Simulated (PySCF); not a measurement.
(ClAlPH)3 ring, Al₃Cl₃H₃P₃.
Bonds: Al1–Cl2, Al1–P3, Al1–P9, P3–Al4, Al4–Cl5, Al4–P6, P6–Al7, Al7–Cl8, Al7–P9. Hydrogens: H10 on P3; H11 on P6; H12 on P9.

Method: PBE0-D3(BJ)/def2-SVP geometry optimisation, gas phase in PySCF.

(1) How far are the bound atoms from Al1?

(2) List the angles at Al1.

(3) What is the shape at Al1?

(4) What are the other bond lengths?

(5) Give some angles away from the centre.

(6) What are the rotational constants (commonest isotopes, rigid rotor)?

Answers

(1) 3 atoms: Cl2 2.100 Å, P3 2.313 Å, P9 2.327 Å. The nearest atom not counted as bound is H10, at 2.64 Å.

(2) 
```tsv
angle	degrees	distance of the outer atoms (Å)
P3–Al1–P9	123.8	4.09
Cl2–Al1–P3	119.4	3.81
Cl2–Al1–P9	116.0	3.76
```

(3) Almost planar: angles 123.8°, 119.4° and 116.0°, sum 359.3°, 0.11 Å off the plane of its three neighbours. The Al–P distances aren't all alike: 2.313 to 2.327 Å.

(4) Al4–Cl5 2.115 Å. (A selection.)

(5) Al1–P3–Al4 85.0°, P3–Al4–Cl5 113.3°, P3–Al4–P6 132.0°, Al4–P6–Al7 83.2°.

(6) A = 497.0, B = 373.4, C = 269.6 MHz: an asymmetric top.

Point group: C1 (no symmetry element, even within 0.4 Å). Charge 0, singlet. Not checked by PBE0-D3(BJ)/def2-SVP frequencies.

One conformer stands for the species.
